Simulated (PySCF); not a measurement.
C₂H₄N₂OSi, SMILES O[Si@H]1C=NC=N1.

Coordinates come from a r2SCAN-D4/def2-SVP optimisation. The structure was generated by enumeration; whether it is a known compound was not checked. Other conformers were not sampled.

Calculation: r2SCAN-D4/def2-SVP in PySCF.

Frequencies are harmonic and unscaled.

Computed vibrational spectrum:
| mode | ν (cm⁻¹) | IR (km/mol) | Raman (Å⁴/amu) | depolarisation | moving atoms (share of kinetic energy) |
|---|---|---|---|---|---|
| 1 | 134 | 6.5 | 3.0 | 0.74 | O 34 %, N 26 %, Si 17 %, H 12 %, C 11 % |
| 2 | 171 | 24.6 | 5.5 | 0.75 | H 55 %, C 13 %, O 13 %, N 10 %, Si 9 % |
| 3 | 275 | 96.6 | 0.5 | 0.47 | H 55 %, O 28 % |
| 4 | 406 | 39.3 | 1.9 | 0.57 | N 43 %, H 21 %, O 13 %, C 12 %, Si 10 % |
| 5 | 422 | 2.0 | 3.8 | 0.44 | C 36 %, N 32 %, H 18 %, O 8 % |
| 6 | 502 | 23.4 | 2.8 | 0.39 | Si 40 %, N 26 %, C 20 %, H 11 % |
| 7 | 647 | 10.5 | 5.9 | 0.74 | C 37 %, Si 29 %, N 22 %, H 11 % |
| 8 | 708 | 25.9 | 11.2 | 0.47 | H 68 %, C 12 %, N 12 % |
| 9 | 747 | 57.4 | 10.6 | 0.10 | N 37 %, H 28 %, C 19 %, O 14 % |
| 10 | 754 | 18.2 | 3.1 | 0.39 | H 75 %, N 17 % |
| 11 | 815 | 6.0 | 2.4 | 0.72 | N 50 %, H 29 %, C 15 % |
| 12 | 854 | 151.0 | 1.7 | 0.71 | H 59 %, Si 12 %, N 10 %, C 10 %, O 8 % |
| 13 | 887 | 104.6 | 4.3 | 0.73 | H 83 % |
| 14 | 940 | 140.4 | 6.3 | 0.45 | Si 42 %, O 35 %, H 18 % |
| 15 | 976 | 140.0 | 3.6 | 0.74 | C 67 %, N 16 %, H 13 % |
| 16 | 1007 | 0.5 | 4.2 | 0.74 | H 60 %, C 35 % |
| 17 | 1273 | 13.8 | 3.2 | 0.50 | H 75 %, C 14 %, N 11 % |
| 18 | 1341 | 11.9 | 8.0 | 0.75 | H 85 % |
| 19 | 1576 | 33.5 | 25.7 | 0.09 | C 51 %, N 47 % |
| 20 | 1671 | 99.6 | 6.6 | 0.30 | C 53 %, N 43 % |
| 21 | 2278 | 89.0 | 178.3 | 0.23 | H 97 % |
| 22 | 3117 | 44.2 | 183.6 | 0.32 | H 92 %, C 8 % |
| 23 | 3129 | 9.5 | 165.4 | 0.30 | H 92 %, C 8 % |
| 24 | 3881 | 120.7 | 84.5 | 0.27 | H 94 % |
